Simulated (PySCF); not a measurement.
## Bond energies at PBE0/def2-TZVPP beside a composite method

PySCF, lowest determinants of a PBE0 search. The composite is CCSD(T) extrapolated to the basis-set limit from two correlation-consistent sets, with core-valence (CV) and scalar-relativistic (SR) terms as its label shows; it has no spin–orbit coupling and nothing beyond (T).

```
species  state (unpaired electrons)  De PBE0 (eV)  De composite (eV)              composite  dissociates to
   SeBr               doublet (π ↑)          2.56               2.45        CCSD(T)/CBS(TQ)         Se + Br
    AsS               doublet (π ↑)          3.96               3.80        CCSD(T)/CBS(DT)          As + S
    NaB          triplet (σ ↑, π ↑)          0.95               0.78  CCSD(T)/CBS(DT)+CV+SR          Na + B
    CaS      singlet (closed shell)          3.59               3.26     CCSD(T)/CBS(DT)+CV          Ca + S
    GaF      singlet (closed shell)          5.94               6.13     CCSD(T)/CBS(DT)+CV          Ga + F
    ZnF               doublet (σ ↑)          3.01               2.99        CCSD(T)/CBS(DT)          Zn + F
    TeC      singlet (closed shell)          4.70               4.99     CCSD(T)/CBS(TQ)+CV          Te + C
    NaS               doublet (π ↑)          2.53               2.57  CCSD(T)/CBS(DT)+CV+SR          Na + S
```

Does PBE0 bind more or less than the composite, by how much on average, and where is the difference largest?

PBE0/def2-TZVPP binds about as much on average, method and basis taken together: the mean signed difference is +0.03 eV and the mean absolute one 0.16 eV; it is largest for CaS (+0.33 eV).

The molecules are drawn from runs that passed checks on state, spin purity and fit, so the hardest cases are missing and the errors look smaller than over all diatomics.

Correlated steps freeze the inner cores (2 to 18 orbitals); shallow outer-core shells are correlated. Spin–orbit coupling is left out, which matters for elements this heavy, above all for dissociation energies. Where the molecule has an RHF reference, its open-shell atoms are computed with UHF. The CCSD T1 diagnostic is raised in CaS, TeC, a sign that a single reference may not be enough there. States were picked by a PBE0 search and need not be the measured ground states.
